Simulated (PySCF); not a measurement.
Below is a simulated gas-phase C 1s photoelectron spectrum of `C1CC[O+](C1)[GaH3-]`.

Every computed line was given a Gaussian of 0.7 eV full width at half maximum and an area set by the number of equivalent atoms; the highest printed point is 100. Level of theory: PySCF 2.14.0, delta-SCF UKS SCAN, pcX-2 on the ionised atom, pcseg-1 elsewhere, spin-free X2C.

```csv
binding energy (eV),intensity
290.5,1
290.6,2
290.7,4
290.8,9
290.9,18
291.0,31
291.1,49
291.2,69
291.3,87
291.4,98
291.5,99
291.6,89
291.7,71
291.8,52
291.9,35
292.0,25
292.1,23
292.2,29
292.3,43
292.4,62
292.5,81
292.6,95
292.7,100
292.8,94
292.9,79
293.0,59
293.1,39
293.2,24
293.3,13
293.4,6
293.5,3
293.6,1
293.7,0
```

Q: How many maxima does the curve show, and how many computed lines lie under it?

A: The curve has 2 maxima (at 291.5 and 292.7 eV). Under it lie 2 lines from 2 inequivalent carbon sites.

Q: Decompose the envelope and assign each component. Numbering: `[GaH3-:1][O+:2]1[CH2:3][CH2:4][CH2:5][CH2:6]1`.

A: 
```
position (eV)  relative area  line  atoms                 environment
       291.45              2  C 1s  C4/C5             ring CH2 carbon
       292.69              2  C 1s  C3/C6  sp3 carbon bound to oxygen
```

Q: Above which line width would these two lines show one maximum?

A: Two equal Gaussians merge once their distance is under 2σ = FWHM/1.177. With 1.24 eV between them that is a full width over 1.46 eV.

The listed C 1s values span 1.24 eV, from C4/C5 (bonded to 2 C and 2 H) to C3/C6 (bonded to O, C and 2 H). Summing the Pauling electronegativity differences to the bonded atoms, each weighted by its formal bond order, gives -0.70 for the lowest site and +0.19 for the highest.

The curve has no shake-up lines and no vibrational structure. Topologically equivalent atoms share the value of their first member; where this conformer doesn't relate them by symmetry, their own values could differ. One conformer (not necessarily the lowest) at the PBE0-D3(BJ)/def2-SVP geometry, without solvent, vibrations or thermal averaging.
